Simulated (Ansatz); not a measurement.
A nudged elastic band was laid between two geometries of FH + H4Sn (7 atoms, charge 0, multiplicity 1).

Theory: RKS PBE-D4/def2-SVP in Ansatz 0.2.0.

```
movable images  : 5
climbing image  : yes
spring          : 5.0 eV/Å²
optimiser       : fire
start path      : through a guess of the saddle point
force threshold : 0.05 eV/Å
iteration limit : 60
end points      : relaxed
```

Image 0:

```xyz
7
Properties=species:S:1:pos:R:3
Sn 0.187 0.000 -0.119
H 0.074 0.000 1.622
H 1.874 0.000 -0.491
H -0.555 1.424 -0.730
H -0.555 -1.424 -0.730
F -2.510 0.000 1.488
H -1.657 0.000 1.888
```

Image 6:

```xyz
7
Properties=species:S:1:pos:R:3
Sn -0.278 0.000 -0.771
H -0.479 0.000 3.498
H 1.261 0.000 0.007
H -0.605 1.443 -1.656
H -0.605 -1.443 -1.656
F -1.600 0.000 0.694
H -0.836 0.000 2.814
```

**Question.** Which bonds break or form, and what moves?

**Answer.** Bonds broken: Sn1–H2, F6–H7. Bonds formed: Sn1–F6, H2–H7. FH + H4Sn becomes FH3Sn + H2.

**Question.** What energy profile does the band end with?

**Answer.** The forces met the threshold. The highest image is number 2 of 0 to 6, 0.94 eV above the first end and 1.21 eV above the last; the last end lies 0.27 eV below the first. Another band between the same ends (5 images) ends at a top of the same energy, where a vibrational analysis finds 2 clearly imaginary modes. The orbitals stay closed-shell, which can raise the energy where a bond breaks towards radicals; this wasn't checked here.

```json
{"image": "0", "path coordinate (Å)": "0.00", "energy (eV)": "0.00", "Sn1–H2 (Å)": "1.74", "F6–H7 (Å)": "0.94", "Sn1–F6 (Å)": "3.14"}
{"image": "1", "path coordinate (Å)": "0.63", "energy (eV)": "0.24", "Sn1–H2 (Å)": "1.81", "F6–H7 (Å)": "0.97", "Sn1–F6 (Å)": "2.64"}
{"image": "2", "path coordinate (Å)": "1.27", "energy (eV)": "0.94", "Sn1–H2 (Å)": "2.10", "F6–H7 (Å)": "1.24", "Sn1–F6 (Å)": "2.22"}
{"image": "3", "path coordinate (Å)": "1.94", "energy (eV)": "0.24", "Sn1–H2 (Å)": "2.55", "F6–H7 (Å)": "1.72", "Sn1–F6 (Å)": "2.02"}
{"image": "4", "path coordinate (Å)": "2.61", "energy (eV)": "-0.15", "Sn1–H2 (Å)": "3.12", "F6–H7 (Å)": "1.99", "Sn1–F6 (Å)": "1.98"}
{"image": "5", "path coordinate (Å)": "3.28", "energy (eV)": "-0.25", "Sn1–H2 (Å)": "3.74", "F6–H7 (Å)": "2.10", "Sn1–F6 (Å)": "1.97"}
{"image": "6", "path coordinate (Å)": "3.95", "energy (eV)": "-0.27", "Sn1–H2 (Å)": "4.27", "F6–H7 (Å)": "2.25", "Sn1–F6 (Å)": "1.97"}
```

**Question.** What is the geometry of the highest image?

**Answer.** 
```xyz
7
Properties=species:S:1:pos:R:3:forces:R:3
Sn -0.211 0.000 -0.154 0.00 0.00 0.00
H -0.030 0.000 1.936 -0.01 0.00 0.01
H 1.525 0.000 -0.021 -0.01 0.00 0.00
H -0.703 1.476 -0.890 0.00 -0.01 0.00
H -0.703 -1.476 -0.890 0.00 0.01 0.00
F -2.021 0.000 1.124 0.01 0.00 -0.03
H -0.998 0.000 1.825 0.02 0.00 0.01
```

The run took 3.4 min on 1 thread of Arm Neoverse V2, on a shared host, peak memory 0.11 GiB.
